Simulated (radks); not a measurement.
The numbers below are computed, except where a source is named.
Effect of the nuclear size on the barium ion Ba+, [Xe] 6s1. Level of theory: Dirac Kohn-Sham, relativistic LDA (MacDonald-Vosko exchange, VWN5 correlation), spin-unpolarised, spherical densities, finite nucleus; Fermi nuclear charge, rms radius 4.8378 fm (a radial shooting solver on a logarithmic mesh with Libxc functionals). The rms radius is varied about that value; shifts are against it.

rms radius (fm) = 4.146: total energy shift (eV) -2.21; density at nucleus (e/bohr^3) 3.285e+05; 1s1/2 shift (meV) -914; 2s1/2 shift (meV) -110; 4p1/2 shift (meV) 0.388; 5s1/2 shift (meV) -0.740; 5p1/2 shift (meV) 0.124; 6s1/2 shift (meV) -0.079
rms radius (fm) = 4.6056: total energy shift (eV) -0.771; density at nucleus (e/bohr^3) 3.219e+05; 1s1/2 shift (meV) -319; 2s1/2 shift (meV) -38.4; 4p1/2 shift (meV) 0.136; 5s1/2 shift (meV) -0.259; 5p1/2 shift (meV) 0.043; 6s1/2 shift (meV) -0.028
rms radius (fm) = 4.8378: total energy shift (eV) 0; density at nucleus (e/bohr^3) 3.188e+05; 1s1/2 shift (meV) 0.000; 2s1/2 shift (meV) 0.000; 4p1/2 shift (meV) 0.000; 5s1/2 shift (meV) 0.000; 5p1/2 shift (meV) 0.000; 6s1/2 shift (meV) 0.000
rms radius (fm) = 5.2055: total energy shift (eV) 1.28; density at nucleus (e/bohr^3) 3.144e+05; 1s1/2 shift (meV) 532; 2s1/2 shift (meV) 64.0; 4p1/2 shift (meV) -0.226; 5s1/2 shift (meV) 0.430; 5p1/2 shift (meV) -0.072; 6s1/2 shift (meV) 0.046
rms radius (fm) = 5.4861: total energy shift (eV) 2.31; density at nucleus (e/bohr^3) 3.112e+05; 1s1/2 shift (meV) 959; 2s1/2 shift (meV) 115; 4p1/2 shift (meV) -0.407; 5s1/2 shift (meV) 0.776; 5p1/2 shift (meV) -0.130; 6s1/2 shift (meV) 0.083

Slopes of the eigenvalues against <r^2> in GHz/fm^2, as finite differences over the two radii next to the reference (eigenvalue slopes, not the field-shift constants of lines): 1s1/2 35000, 2s1/2 4210, 4p1/2 -14.9, 5s1/2 28.3, 5p1/2 -4.76, 6s1/2 3.03.
